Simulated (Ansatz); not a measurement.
Q: Name a neutral molecule of Au, C, P, S and H with HOMO–LUMO gap (B3LYP/def2-TZVPP) between 4.25 and 4.55 eV and HOMO energy (PBE0/def2-TZVPP) between -5.45 and -5.15 eV (Ansatz, PBE0-D4/def2-TZVP geometry).

A: `CC[P+](CC)(CC)[Au-][S]C` (4.42 eV, -5.16 eV). Other molecules can fit too; these were computed, each in one conformer that needn't be the lowest.

B3LYP here is the variant with VWN-RPA as its local correlation; programs differ in this.
